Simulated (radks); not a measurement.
Ta64+, 9 electrons, occupied as [He] 2s2 2p5. Method: Dirac Kohn-Sham, PBE, spin-unpolarised, spherical densities, finite nucleus; open shells fill j = l - 1/2 first; Fermi nuclear charge, rms radius 5.3507 fm; computed with a radial shooting solver on a logarithmic mesh with Libxc functionals.

Spin-orbit splittings of the eigenvalues, e(l+1/2) - e(l-1/2), with zeta = 2 splitting/(2l+1) and mean radii in bohr:

shell  occ.  splitting (eV)  zeta (eV)  <r> j=l-1/2  <r> j=l+1/2
2p        5               ?          ?      0.06332      0.07074
3p        0           372.5      248.4       0.1707       0.1814

Estimate the 2p splitting.

Answer. 1336 eV (zeta = 890.7 eV).
